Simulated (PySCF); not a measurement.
## Exercise with solution: oscillator strength and radiative lifetime

C3H5BO2, SMILES C=CB(O)C=O.

Coordinates come from a B3LYP-D3(BJ)/def2-SVP optimisation. The structure was generated by enumeration, and PubChem lists no compound with its InChIKey, so it may never have been made. The values are those of a single conformer.

TDA-ωB97X/def2-SVPD run with PySCF puts the first singlet state with f over 0.02 at 5.96 eV (vertical), with the transition dipole (-1.377, -0.213, 0.124) in atomic units.

Task: Find the oscillator strength, the wavelength and the radiative lifetime that this transition would have in vacuum if emission retraced absorption.

Result: 
|μ|² = 1.9569 au, so |μ| = 3.56 D. ΔE = 5.96/27.211 = 0.2190 hartree. f = (2/3) ΔE |μ|² = 0.286 (the program prints 0.285).
λ = 1239.84/5.96 = 208 nm; ν = 48071 cm⁻¹.
Einstein's coefficient A = 0.6670 ν² f s⁻¹ (ν in cm⁻¹) = 4.4e8 s⁻¹, so τ = 1/A = 2.3 ns. This state is S3; the lower singlets have f = 0.000, 0.000. The figure is the radiative limit of this one transition; relaxation, internal conversion, crossing to triplets and a medium change what is measured.
